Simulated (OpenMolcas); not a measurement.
# B2H4F2 (diborane 1,2-di F): a line through the functionals

The species is B2H4F2 (8 atoms), meant as a singlet with charge 0. Geometry: relaxed at GFN2-xTB.

The HOMO–LUMO gap y, in eV, basis def2-SVPD; a is the functional's share of exact exchange. Programs: OpenMolcas 26.06.

```
functional     program     a  y (eV)
       PBE  OpenMolcas     0    6.75
    revPBE  OpenMolcas     0    6.82
     B3LYP  OpenMolcas   0.2    8.97
      PBE0  OpenMolcas  0.25       ?
     BHLYP  OpenMolcas   0.5   12.05
```

Task: Fit y = c + s·a to the known rows and predict PBE0.

Result: 
1. Means of the 4 rows: a = 0.1750, y = 8.648.
2. Σ(Δa)² = 0.1675, Σ(Δa·Δy) = 1.7658, so the slope is 1.7658/0.1675 = 10.542.
3. Intercept: 8.648 − (10.542) × 0.1750 = 6.803. The largest residual of the fit is 0.059.
4. PBE0: 6.803 + (10.542) × 0.25 = 9.44 eV.

The run gave 9.40 eV, so the prediction is off by +0.04 eV, within the scatter of the fit. Exact exchange lowers occupied levels and raises empty ones. The rows mix families of semi-local functionals, which the line can't see.
